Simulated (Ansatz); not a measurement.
Geometry optimisation, DFT PBE, scalar-relativistic, plane waves, PAW (Ansatz).

The input (input.yaml):

```yaml
crystal:
  lattice:
    - [7.67918, 0.0, 0.0]
    - [0.0, 15.358359, 0.0]
    - [0.0, 0.0, 18.2555]
  atoms:
    - { symbol: H, position: [0.40939201, 0.0, 0.05477801] }
    - { symbol: H, position: [0.09060797, 0.0, 0.05477801] }
    - { symbol: H, position: [0.90939198, 0.0, 0.05477801] }
    - { symbol: H, position: [0.59060795, 0.0, 0.05477801] }
    - { symbol: H, position: [0.40939201, 0.25, 0.05477801] }
    - { symbol: H, position: [0.09060797, 0.25, 0.05477801] }
    - { symbol: H, position: [0.90939198, 0.25, 0.05477801] }
    - { symbol: H, position: [0.59060795, 0.25, 0.05477801] }
    - { symbol: H, position: [0.40939201, 0.50000001, 0.05477801] }
    - { symbol: H, position: [0.09060797, 0.50000001, 0.05477801] }
    - { symbol: H, position: [0.90939198, 0.50000001, 0.05477801] }
    - { symbol: H, position: [0.59060795, 0.50000001, 0.05477801] }
    - { symbol: H, position: [0.40939201, 0.75000001, 0.05477801] }
    - { symbol: H, position: [0.09060797, 0.75000001, 0.05477801] }
    - { symbol: H, position: [0.90939198, 0.75000001, 0.05477801] }
    - { symbol: H, position: [0.59060795, 0.75000001, 0.05477801] }
    - { symbol: Si, position: [0.24999999, 0.0, 0.10218838] }
    - { symbol: Si, position: [0.74999997, 0.0, 0.10218838] }
    - { symbol: Si, position: [0.24999999, 0.25, 0.10218838] }
    - { symbol: Si, position: [0.74999997, 0.25, 0.10218838] }
    - { symbol: Si, position: [0.24999999, 0.50000001, 0.10218838] }
    - { symbol: Si, position: [0.74999997, 0.50000001, 0.10218838] }
    - { symbol: Si, position: [0.24999999, 0.75000001, 0.10218838] }
    - { symbol: Si, position: [0.74999997, 0.75000001, 0.10218838] }
    - { symbol: Si, position: [0.24999999, 0.125, 0.17654953] }
    - { symbol: Si, position: [0.74999997, 0.125, 0.17654953] }
    - { symbol: Si, position: [0.24999999, 0.37500001, 0.17654953] }
    - { symbol: Si, position: [0.74999997, 0.37500001, 0.17654953] }
    - { symbol: Si, position: [0.24999999, 0.62500001, 0.17654953] }
    - { symbol: Si, position: [0.74999997, 0.62500001, 0.17654953] }
    - { symbol: Si, position: [0.24999999, 0.87500002, 0.17654953] }
    - { symbol: Si, position: [0.74999997, 0.87500002, 0.17654953] }
    - { symbol: Si, position: [0.0, 0.125, 0.25091068] }
    - { symbol: Si, position: [0.49999998, 0.125, 0.25091068] }
    - { symbol: Si, position: [0.0, 0.37500001, 0.25091068] }
    - { symbol: Si, position: [0.49999998, 0.37500001, 0.25091068] }
    - { symbol: Si, position: [0.0, 0.62500001, 0.25091068] }
    - { symbol: Si, position: [0.49999998, 0.62500001, 0.25091068] }
    - { symbol: Si, position: [0.0, 0.87500002, 0.25091068] }
    - { symbol: Si, position: [0.49999998, 0.87500002, 0.25091068] }
    - { symbol: Si, position: [0.0, 0.0, 0.32527184] }
    - { symbol: Si, position: [0.49999998, 0.0, 0.32527184] }
    - { symbol: Si, position: [0.0, 0.25, 0.32527184] }
    - { symbol: Si, position: [0.49999998, 0.25, 0.32527184] }
    - { symbol: Si, position: [0.0, 0.50000001, 0.32527184] }
    - { symbol: Si, position: [0.49999998, 0.50000001, 0.32527184] }
    - { symbol: Si, position: [0.0, 0.75000001, 0.32527184] }
    - { symbol: Si, position: [0.49999998, 0.75000001, 0.32527184] }
    - { symbol: Si, position: [0.24999999, 0.04845345, 0.39744187] }
    - { symbol: Si, position: [0.74999997, 0.04845345, 0.39744187] }
    - { symbol: Si, position: [0.24999999, 0.20154656, 0.37772178] }
    - { symbol: Si, position: [0.74999997, 0.20154656, 0.37772178] }
    - { symbol: Si, position: [0.24999999, 0.54845346, 0.39744187] }
    - { symbol: Si, position: [0.74999997, 0.54845346, 0.39744187] }
    - { symbol: Si, position: [0.24999999, 0.70154657, 0.37772178] }
    - { symbol: Si, position: [0.74999997, 0.70154657, 0.37772178] }
    - { symbol: Al, position: [0.24999999, 0.37500001, 0.45605434] }
    - { symbol: Cl, position: [-0.08333333, 0.31718219, 0.42483087] }
    - { symbol: Cl, position: [0.16230774, 0.24755444, 0.48401851] }
    - { symbol: Cl, position: [0.5145896, 0.40074757, 0.48401851] }
basis:
  ecutwfc: 420.0
kpoints:
  mp_grid: { grid: [2, 1, 1] }
hamiltonian:
  xc: pbe
  pseudopotentials: { kind: paw, azcp: { folder: soft_1 } }
scf:
  occupations: { method: fermi_dirac, width: 0.02 }
  lower_state_search: "off"
relax:
  f_tol: 0.03
  max_steps: 60
  adjacent_minimum: "off"
  constraints:
    - { sites: [0, 1, 2, 3, 4, 5, 6, 7, 8, 9, 10, 11, 12, 13, 14, 15, 16, 17, 18, 19, 20, 21, 22, 23] }
```

Launched with:

```bash
$ ansatz run input.yaml --threads 4 --pin off --max-ram 10240MiB --backend cpu --events-out ev --progress --plain --runs-dir out
```

Q: Where does it end, and by what steps?

A: It converged. The force dipped under the threshold on the way, but the program's further checks kept it going. Limits of this set-up: coarse k mesh, thin slab, slab without dipole correction, no dispersion correction for a molecule that may bind weakly, a typed lattice constant that wasn't relaxed here. After 30 steps the energy has fallen by 6.585 eV; Cl60 moved furthest, 3.22 Å. Parted: Si43–Cl58 (2.19 → 3.76 Å).

```csv
step,energy less start (eV),largest force component (eV/Å),accepted
0,0.0000,3.807,yes
2,-3.4685,0.818,yes
4,-4.2392,0.484,yes
6,-4.8593,0.633,yes
8,-5.4331,0.427,yes
10,-5.9969,0.411,yes
12,-6.3705,0.226,yes
14,-6.5153,0.106,yes
16,-6.5592,0.083,yes
18,-6.5730,0.089,yes
20,-6.5802,0.091,yes
22,-6.5829,0.087,yes
24,-6.5839,0.083,yes
26,-6.5844,0.010,yes
28,-6.5845,0.012,yes
30,-6.5845,0.004,yes
```

```xyz
60
Lattice="7.6792 0.0000 0.0000 0.0000 15.3584 0.0000 0.0000 0.0000 18.2555" Properties=species:S:1:pos:R:3
H 3.144 0.000 1.000
H 0.696 0.000 1.000
H 6.983 0.000 1.000
H 4.535 0.000 1.000
H 3.144 3.840 1.000
H 0.696 3.840 1.000
H 6.983 3.840 1.000
H 4.535 3.840 1.000
H 3.144 7.679 1.000
H 0.696 7.679 1.000
H 6.983 7.679 1.000
H 4.535 7.679 1.000
H 3.144 11.519 1.000
H 0.696 11.519 1.000
H 6.983 11.519 1.000
H 4.535 11.519 1.000
Si 1.920 0.000 1.865
Si 5.759 0.000 1.865
Si 1.920 3.840 1.865
Si 5.759 3.840 1.865
Si 1.920 7.679 1.865
Si 5.759 7.679 1.865
Si 1.920 11.519 1.865
Si 5.759 11.519 1.865
Si 1.907 1.913 3.172
Si 5.749 1.918 3.155
Si 1.922 5.767 3.263
Si 5.761 5.760 3.249
Si 1.921 9.605 3.153
Si 5.760 9.598 3.174
Si 1.923 13.430 3.279
Si 5.763 13.436 3.321
Si -0.031 1.897 4.504
Si 3.844 1.898 4.493
Si -0.004 5.817 4.650
Si 3.848 5.816 4.651
Si 0.011 9.594 4.481
Si 3.831 9.593 4.483
Si 0.033 13.395 4.731
Si 3.815 13.394 4.729
Si 0.195 0.057 6.029
Si 3.690 0.064 6.012
Si -0.004 3.804 5.888
Si 3.850 3.801 5.885
Si -0.067 7.789 5.957
Si 3.912 7.788 5.959
Si 0.151 11.382 6.043
Si 3.693 11.383 6.043
Si 1.945 0.669 7.608
Si 5.783 0.788 6.666
Si 1.925 3.060 6.981
Si 5.764 3.140 7.074
Si 1.922 8.353 7.110
Si 5.763 8.269 7.367
Si 1.922 10.809 7.581
Si 5.762 10.498 6.658
Al 1.907 6.835 9.018
Cl -1.925 3.616 9.113
Cl 1.918 4.511 8.922
Cl 1.880 7.100 11.105
```

Whether the end is a true minimum wasn't checked by a vibrational analysis.

Time of the run: 6.3 min on 4 threads of Arm Neoverse V2, on a shared host, peak memory 3.6 GiB.
